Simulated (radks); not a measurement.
All-electron atom: Ir6+ in [Xe] 4f14 5d3.

Calculated with a radial shooting solver on a logarithmic mesh with Libxc functionals: Dirac Kohn-Sham, BLYP, spin-unpolarised, spherical densities, point nucleus; open shells fill j = l - 1/2 first.

Energy parts (hartree):
part                       energy
total                 -17850.6645
kinetic                20351.9937
electron-nucleus      -44596.5867
Hartree                 6741.1728
exchange-correlation    -347.2443

Orbitals (lengths in bohr, moments of r in powers of bohr; <r^-3> diverges for s and p1/2; r(90%) holds 90 % of the orbital's charge):
[
 {"orbital": "1s1/2", "occ.": "2", "eigenvalue (hartree)": "-2797.021", "<r>": "0.01743", "<1/r>": "92.27", "r(90%)": "0.0318", "<r^-3>": "-"},
 {"orbital": "2s1/2", "occ.": "2", "eigenvalue (hartree)": "-491.4167", "<r>": "0.07294", "<1/r>": "22.58", "r(90%)": "0.114", "<r^-3>": "-"},
 {"orbital": "2p1/2", "occ.": "2", "eigenvalue (hartree)": "-470.8307", "<r>": "0.06016", "<1/r>": "22.53", "r(90%)": "0.100", "<r^-3>": "-"},
 {"orbital": "2p3/2", "occ.": "4", "eigenvalue (hartree)": "-410.9917", "<r>": "0.06848", "<1/r>": "18.59", "r(90%)": "0.111", "<r^-3>": "18750"},
 {"orbital": "3s1/2", "occ.": "2", "eigenvalue (hartree)": "-117.2165", "<r>": "0.1899", "<1/r>": "8.288", "r(90%)": "0.279", "<r^-3>": "-"},
 {"orbital": "3p1/2", "occ.": "2", "eigenvalue (hartree)": "-108.0054", "<r>": "0.1801", "<1/r>": "8.199", "r(90%)": "0.271", "<r^-3>": "-"},
 {"orbital": "3p3/2", "occ.": "4", "eigenvalue (hartree)": "-94.90211", "<r>": "0.1954", "<1/r>": "7.175", "r(90%)": "0.292", "<r^-3>": "4313"},
 {"orbital": "3d3/2", "occ.": "4", "eigenvalue (hartree)": "-79.54173", "<r>": "0.1705", "<1/r>": "7.072", "r(90%)": "0.265", "<r^-3>": "750.5"},
 {"orbital": "3d5/2", "occ.": "6", "eigenvalue (hartree)": "-76.71012", "<r>": "0.1751", "<1/r>": "6.836", "r(90%)": "0.271", "<r^-3>": "628.9"},
 {"orbital": "4s1/2", "occ.": "2", "eigenvalue (hartree)": "-27.34674", "<r>": "0.4231", "<1/r>": "3.497", "r(90%)": "0.608", "<r^-3>": "-"},
 {"orbital": "4p1/2", "occ.": "2", "eigenvalue (hartree)": "-23.46215", "<r>": "0.4266", "<1/r>": "3.387", "r(90%)": "0.620", "<r^-3>": "-"},
 {"orbital": "4p3/2", "occ.": "4", "eigenvalue (hartree)": "-20.36062", "<r>": "0.4603", "<1/r>": "3.031", "r(90%)": "0.668", "<r^-3>": "1023"},
 {"orbital": "4d3/2", "occ.": "4", "eigenvalue (hartree)": "-13.99814", "<r>": "0.4717", "<1/r>": "2.823", "r(90%)": "0.706", "<r^-3>": "158.2"},
 {"orbital": "4d5/2", "occ.": "6", "eigenvalue (hartree)": "-13.42234", "<r>": "0.4830", "<1/r>": "2.740", "r(90%)": "0.722", "<r^-3>": "129.6"},
 {"orbital": "5s1/2", "occ.": "2", "eigenvalue (hartree)": "-6.51330", "<r>": "0.9636", "<1/r>": "1.414", "r(90%)": "1.37", "<r^-3>": "-"},
 {"orbital": "4f5/2", "occ.": "6", "eigenvalue (hartree)": "-5.32376", "<r>": "0.5283", "<1/r>": "2.341", "r(90%)": "0.856", "<r^-3>": "25.88"},
 {"orbital": "5p1/2", "occ.": "2", "eigenvalue (hartree)": "-5.26417", "<r>": "1.036", "<1/r>": "1.298", "r(90%)": "1.49", "<r^-3>": "-"},
 {"orbital": "4f7/2", "occ.": "8", "eigenvalue (hartree)": "-5.20839", "<r>": "0.5357", "<1/r>": "2.308", "r(90%)": "0.868", "<r^-3>": "24.63"},
 {"orbital": "5p3/2", "occ.": "4", "eigenvalue (hartree)": "-4.72734", "<r>": "1.120", "<1/r>": "1.180", "r(90%)": "1.61", "<r^-3>": "176.2"},
 {"orbital": "5d3/2", "occ.": "3", "eigenvalue (hartree)": "-2.97356", "<r>": "1.372", "<1/r>": "0.9422", "r(90%)": "2.02", "<r^-3>": "19.03"},
 {"orbital": "5d5/2", "occ.": "0", "eigenvalue (hartree)": "-2.90528", "<r>": "1.403", "<1/r>": "0.9187", "r(90%)": "2.06", "<r^-3>": "15.55"},
 {"orbital": "6s1/2", "occ.": "0", "eigenvalue (hartree)": "-2.42207", "<r>": "2.085", "<1/r>": "0.6277", "r(90%)": "2.92", "<r^-3>": "-"},
 {"orbital": "6p1/2", "occ.": "0", "eigenvalue (hartree)": "-2.05524", "<r>": "2.297", "<1/r>": "0.5680", "r(90%)": "3.22", "<r^-3>": "-"},
 {"orbital": "6p3/2", "occ.": "0", "eigenvalue (hartree)": "-1.93568", "<r>": "2.429", "<1/r>": "0.5339", "r(90%)": "3.40", "<r^-3>": "40.53"}
]

The highest occupied level is 5d3/2 at -80.915 eV. For comparison, the ionisation energy in NIST's Atomic Spectra Database is 89 eV (theoretical). In exact Kohn-Sham theory the highest level is minus the ionisation energy, but local and semilocal functionals leave it too shallow, through self-interaction and a potential that decays too fast; potentials with the right tail come closer. Summed over all electrons, <r^2> = 26.55 bohr^2, which gives a Langevin (diamagnetic) susceptibility term of -21 x 10^-6 cm^3/mol. The density falls to 0.001 e/bohr^3 at r = 2.82 bohr.

Beside tabulated values, note that spin-unpolarised runs miss the spin-polarisation part of the exchange energy of open shells.
